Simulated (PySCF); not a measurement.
## Broadened absorption spectrum of C3H3F3O2S

Compound: C3H3F3O2S.
Structure used (PBE0-D3(BJ)/def2-SVP), in Å, numbered top down from 1:
```
atom  x, y, z in Å
C1     1.994   -0.227    0.444
C2     0.901   -0.777   -0.075
S3    -0.271    0.267   -0.890
O4    -0.813   -0.441   -2.037
O5     0.252    1.622   -0.962
C6    -1.661    0.337    0.353
F7    -1.278    1.002    1.428
F8    -2.005   -0.893    0.705
F9    -2.687    0.941   -0.206
H10    2.766   -0.842    0.916
H11    2.142    0.856    0.393
H12    0.663   -1.844   -0.096
```

Computed, not measured: PySCF, TDDFT CAM-B3LYP/def2-SVPD, vertical, gas phase, core orbitals frozen in the response.

Broadening: Gaussians 0.25 eV wide at half height, area fixed by f = 4.319×10⁻⁹ ∫ε dν̃. The cross-section is σ = 3.8235×10⁻²¹ ε cm², given in Mb (10⁻¹⁸ cm²). The width is an assumption, not a result. The curve ends short of the highest state used, and states not computed would add to its high-energy end.

```tsv
λ (nm)	σ (Mb)
148.1	1.10
149.7	0.63
151.2	0.25
152.8	0.05
154.3	0.01
155.9	0.00
157.4	0.06
159.0	0.74
160.6	4.89
162.1	17.70
163.7	44.68
165.2	76.68
166.8	106.88
168.3	120.28
169.9	105.97
171.4	70.27
173.0	32.26
174.5	11.37
176.1	3.21
177.6	2.43
179.2	4.88
180.7	8.24
182.3	10.54
183.9	9.82
185.4	6.99
187.0	3.68
188.5	1.58
190.1	0.50
191.6	0.15
193.2	0.08
194.7	0.17
196.3	0.41
197.8	0.77
199.4	1.19
200.9	1.47
202.5	1.50
204.1	1.24
205.6	0.86
207.2	0.49
208.7	0.25
210.3	0.10
211.8	0.04
213.4	0.01
214.9	0.00
```

(1) Locate the maxima and give the states behind the curve.

(2) On this curve, what absorbance would a 10⁻⁴ mol/L sample give at 193 nm over a 1 cm path?

(3) Coming from long wavelengths, where does ε first pass 100 L mol⁻¹ cm⁻¹?

Results:

(1) 202 nm (6.14 eV), ε about 400, made up of S1 (100%); 183 nm (6.79 eV), ε about 2800, made up of S2 (100%); 168 nm (7.36 eV), ε about 31000, made up of S3 (55%), S4 (23%) and S5 (22%) (ε in L mol⁻¹ cm⁻¹; maxima over ε = 5, shares over 10%). At its high-energy end, 8.37 eV, the curve is still rising (ε about 280, from S6 and S7). The states used: S1 6.14 eV (f 0.0037); S2 6.79 eV (f 0.026); S3 7.32 eV (f 0.173); S4 7.34 eV (f 0.068); S5 7.49 eV (f 0.128); S6 8.36 eV (f 0.0019); S7 8.56 eV (f 0.0038); S8 8.76 eV (f 0.055); S9 8.94 eV (f 0.029); S10 8.97 eV (f 0.0081).

(2) 193 nm is 6.424 eV, where ε is about 21 L mol⁻¹ cm⁻¹, so A = ε c l ≈ 0.0021 (Beer–Lambert, with the gas-phase spectrum and the assumed width).

(3) At about 208 nm (5.97 eV), 0.18 eV below S1.

All these states lie below the vertical ionisation energy of 11.46 eV (ΔSCF).

One conformer stands for the species.
